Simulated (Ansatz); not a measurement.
Total energies of Sn₃₁H₃₆, a nanocrystal cut from cubic tin from Ansatz at PBE0-D4/def2-SVP, gas phase (1 Eh = 27.2114 eV = 2625.5 kJ/mol). The reference geometry is relaxed at r2SCAN-D4/def2-SVP.

Cartesian coordinates in Å:
```
Sn 3.539 -1.798 3.980
Sn 1.127 2.467 4.883
Sn 1.375 -4.945 1.557
Sn -2.824 -4.281 -0.094
Sn -3.020 2.991 3.077
Sn -5.000 -0.280 0.654
Sn -0.764 -0.951 2.346
Sn 2.787 1.371 0.650
Sn 0.742 -1.971 -1.874
Sn -1.418 2.029 -1.122
Sn 4.953 -2.562 -0.250
Sn 0.554 5.334 1.509
Sn 2.254 4.193 -3.068
Sn -3.487 -1.291 -3.580
Sn 0.039 0.949 -5.369
Sn 1.008 -2.865 3.410
Sn -1.236 1.126 4.190
Sn 4.555 -0.564 1.677
Sn 2.322 3.412 2.531
Sn -3.225 -2.179 1.726
Sn -1.062 -6.192 0.958
Sn 2.516 -3.853 -0.766
Sn -1.743 -3.174 -2.436
Sn -5.475 1.775 2.497
Sn -1.842 4.076 0.766
Sn -3.870 0.761 -1.699
Sn 0.345 0.123 -0.019
Sn 3.986 2.559 -1.598
Sn 1.737 -1.020 -4.325
Sn -0.257 3.018 -3.493
Sn -2.429 -0.238 -5.953
H 4.587 -3.091 4.429
H 3.483 -0.703 5.304
H 0.731 3.816 5.880
H 2.187 1.457 5.783
H 2.471 -6.101 2.232
H -4.349 -5.010 -0.458
H -3.250 4.271 4.218
H -6.481 -1.076 0.245
H 6.129 -3.693 0.303
H 5.550 -1.875 -1.713
H 0.209 6.488 2.741
H 1.242 6.189 0.184
H 2.072 5.694 -2.249
H 2.963 4.535 -4.603
H -5.010 -2.050 -3.889
H 0.734 1.604 -6.810
H 0.311 -3.513 4.854
H -1.955 0.436 5.604
H 6.064 0.196 2.041
H 3.834 4.164 2.901
H -3.894 -2.809 3.192
H -1.726 -6.896 2.383
H -0.820 -7.464 -0.178
H 2.763 -5.114 -1.924
H -1.455 -4.441 -3.580
H -6.179 1.144 3.937
H -6.578 2.926 1.845
H -2.922 5.239 0.079
H -4.940 1.950 -2.359
H 4.612 1.327 -2.624
H 5.331 3.496 -1.063
H 3.340 -0.419 -4.148
H 1.813 -2.351 -5.416
H -1.313 4.214 -4.162
H -2.229 -1.484 -7.126
H -3.513 0.924 -6.615
```

```tsv
state	geometry	energy (Eh)
charge 0 singlet	reference	-6666.10158
charge 1 doublet	reference	-6665.83406
charge -1 doublet	reference	-6666.16075
free Sn atom (triplet)	–	-214.25429
free H atom (doublet)	–	-0.50029
```

In the def2 sets Sn takes a core potential; there is no spin–orbit coupling. Single mean-field runs in def2-SVP are fitted with def2-universal-jkfit.

**Question.** Work out the vertical ionisation energy to the doublet.

**Answer.** E(charge 1 doublet) − E(charge 0 singlet) = -6665.83406 − (-6666.10158) = 0.26752 Eh = 7.28 eV. For comparison, −ε of the highest occupied level is 6.46 eV at this level, 0.82 eV less.

**Question.** Work out the vertical electron affinity, to the doublet.

**Answer.** E(charge 0 singlet) − E(charge -1 doublet) = -6666.10158 − (-6666.16075) = 0.05917 Eh = 1.61 eV. The basis lacks diffuse functions, which makes affinities too small.

**Question.** Give the fundamental gap IE − EA, the Mulliken electronegativity (IE + EA)/2 and the hardness (IE − EA)/2.

**Answer.** From the values in Eh: IE − EA = 0.26752 − 0.05917 = 0.20835 Eh = 5.67 eV; (IE + EA)/2 = 4.44 eV; (IE − EA)/2 = 2.83 eV. The HOMO–LUMO gap of the same run is 4.18 eV, 1.49 eV smaller than the fundamental gap.

**Question.** What is the binding energy per atom against free atoms?

**Answer.** Atoms: 31 × (-214.25429) + 36 × (-0.50029) = -6659.89343 Eh. Binding: -6659.89343 − (-6666.10158) = 6.20815 Eh = 168.93 eV, or 2.52 eV for each of 67 atoms (no zero-point energy, no counterpoise term).
